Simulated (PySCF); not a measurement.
Molecule: SMILES F[C@H]1OC[C@H](Cl)CO1, C₄H₆ClFO₂.

Geometry (Å), atoms numbered from 1 in this order:
```xyz
14

F    -2.237    0.115   -0.137
C    -1.285    0.377    0.852
O    -0.650   -0.787    1.160
C     0.158   -1.286    0.103
C     1.120   -0.215   -0.407
Cl    2.375    0.107    0.828
C     0.326    1.060   -0.680
O    -0.493    1.400    0.431
H    -1.836    0.712    1.740
H     0.689   -2.141    0.522
H    -0.482   -1.620   -0.726
H     1.637   -0.552   -1.306
H     0.979    1.919   -0.833
H    -0.301    0.910   -1.570
```

Frames of a GFN2-xTB Langevin trajectory at 200 K; GIAO PBE0/pcSseg-1 shieldings in PySCF 2.14, gas phase, non-relativistic; equivalent atoms averaged within each frame.

Chemical shifts δ = σref − σ; ¹⁹F (170.95 ppm) against CFCl3; ¹³C (186.93 ppm) and ¹H (31.72 ppm) vs TMS; ¹⁷O (336.08 ppm) against H2O; ³⁵Cl (949.78 ppm) vs HCl, all at this level. The references are static minima.

Task: How do the shifts (ppm) fluctuate along the trajectory?

Result: 
```csv
time (fs),F1,C2,C4/C7,C5,O3/O8,Cl6,H9,H11/H14,H12,H10/H13
250,-143.8,117.0,71.1,61.3,84.4,173,5.18,4.88,3.59,3.57
425,-114.9,120.9,64.9,55.1,82.9,140,6.59,4.82,3.40,3.39
625,-121.4,115.9,67.9,65.6,84.5,180,6.69,4.65,4.14,4.24
800,-133.6,116.8,67.5,57.5,78.9,164,5.98,5.34,3.11,3.58
1000,-112.4,122.6,68.8,59.4,93.4,161,6.93,4.36,3.99,4.43
mean of frames,-125.2,118.6,68.1,59.8,84.9,163,6.27,4.81,3.65,3.84
standard deviation,13.2,2.9,2.2,4.0,5.3,15,0.70,0.36,0.42,0.46
```

5 frames give an uncertainty of the mean of about the standard deviation over 2.2 at best, since frames this close in time may not be independent; classical motion lacks zero-point vibration, and the reference would need the same averaging.
